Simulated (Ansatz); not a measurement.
`[F][Ti]([F])([F])[O][SiH3]` and `O=C=[N][Ti]([F])([F])[F]` differ in one atom or group.

Ansatz, PBE0-D4/def2-TZVP geometries, multiplicity 1. Each molecule was computed in one conformer, which needn't be the lowest.

Scalar relativity is left out up to krypton.

| property | `[F][Ti]([F])([F])[O][SiH3]` |
| --- | --- |
| LUMO energy (PBE/def2-TZVPP) / eV | -3.42 |
| size of the dipole moment (PBE/def2-TZVPP) / D | 2.16 |
| HOMO–LUMO gap (PBE/def2-TZVPP) / eV | 4.79 |
| zero-point energy (PBE0-D4/def2-TZVP) / kJ/mol | 96.2 |
| HOMO energy (PBE/def2-TZVPP) / eV | -8.22 |
| size of the dipole moment (B3LYP/def2-TZVPP) / D | 2.27 |

(1) Give the same properties after the change, and the shifts. (An estimate is asked.)

Answers

(1) The calculation gave: 
| property | `O=C=[N][Ti]([F])([F])[F]` | shift |
| --- | --- | --- |
| LUMO energy (PBE/def2-TZVPP) / eV | -4.08 | -0.66 |
| size of the dipole moment (PBE/def2-TZVPP) / D | 0.05 | -2.11 |
| HOMO–LUMO gap (PBE/def2-TZVPP) / eV | 4.12 | -0.67 |
| zero-point energy (PBE0-D4/def2-TZVP) / kJ/mol | 54.5 | -41.7 |
| HOMO energy (PBE/def2-TZVPP) / eV | -8.20 | 0.02 |
| size of the dipole moment (B3LYP/def2-TZVPP) / D | 0.05 | -2.22 |

The zero-point energy changes by -41.7 kJ/mol with -6 modes.

B3LYP here is the variant with VWN-RPA as its local correlation; programs differ in this.
